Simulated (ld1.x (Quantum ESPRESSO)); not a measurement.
## Before and after: TM potential for tellurium

ld1.x (Quantum ESPRESSO) 7.5 input, shortened:

```
&input
   title='Te', zed=52., rel=1, dft='PZ', iswitch=3,
   config='[Kr] 4d10 5s2 5p4 5d-2'
 /
 &inputp
   pseudotype=2, tm=.true., lloc=0,
   nlcc=.true., new_core_ps=.true., rcore=1.35
 /
3
5P  2  1   4.00   0.00  1.80  1.80  0.0
5D  3  2  -2.00   0.50  1.50  1.50  0.0
5S  1  0   2.00   0.00  1.75  1.75  0.0
 &test
   configts(1)='5s2 5p4'
 /
```

All-electron outer shells of the reference configuration (LDA (PZ), scalar-relativistic, ld1.x):

```tsv
shell	level (eV)	outermost node (bohr)	outermost maximum (bohr)
4p	-114.19	0.38	0.74
4d	-41.70	0.36	0.81
5s	-15.36	0.91	1.77
5p	-6.12	1.00	2.17
```

Change: all radii but the core radius scaled by about 0.94 (s 1.64, p 1.70, d 1.42 bohr).

Cutoffs: the cutoffs (Ry, on a coarse ladder) from which the occupation-weighted sum of valence levels, in a spherical-Bessel basis at the reference potential, stays within 10 and 1 mRy of its value at 400 Ry; they do not see the model core or the augmentation charge, which bear on the density cutoff. Errors are all-electron minus pseudo energies relative to the spin-unpolarised reference configuration.

Question: Predict the effect on cutoff, ghosts and configuration errors.

Answer: The potential gets harder (30 Ry and 60 Ry → 40 Ry and 90 Ry); the bound ghost in d disappears; of the 9 tests that both files solve, the error grows in 2 and shrinks in 2 by more than 15 % and 0.3 meV (median size 8.3 → 13.2 meV). A smaller radius makes the pseudo-wave follow the all-electron one further in, where it bends more sharply, so more plane waves are needed.

| quantity | base | changed |
| --- | --- | --- |
| cutoff, loose | 30 Ry | 40 Ry |
| cutoff, tight | 60 Ry | 90 Ry |
| loose cutoff by channel (10 mRy a level) | p 10 Ry, s 21 Ry | p 30 Ry, s 25 Ry |
| bound ghosts | d | none |
| error for 5s2 5p3, meV [ΔE 9.92 eV] | -4.1 | -4.0 |
| error for 5s2 5p2, meV [ΔE 28.09 eV] | -22 | -23 |
| error for 5s2 5p1, meV [ΔE 55.32 eV] | -80 | -83 |
| error for 5s1 5p5, meV [ΔE 9.35 eV] | -7.7 | -6.3 |
| error for 5s0 5p6, meV [ΔE 18.92 eV] | -29 | -24 |
| error for 5s1 5p4, meV [ΔE 19.85 eV] | -17 | -15 |
| error for 5s2 5p3.5, meV [ΔE 3.98 eV] | -1.3 | -1.2 |
| error for 5s2 5p4 (spin-polarised), meV [ΔE -0.48 eV] | -0.4 | -2.0 |
| error for 5s2 5p3 (spin-polarised), meV [ΔE 8.60 eV] | -8.3 | -13 |

 A true bound ghost makes a file unfit for plane-wave use even where its test errors are small: the radial tests pick states by their node count and pass the ghost by.
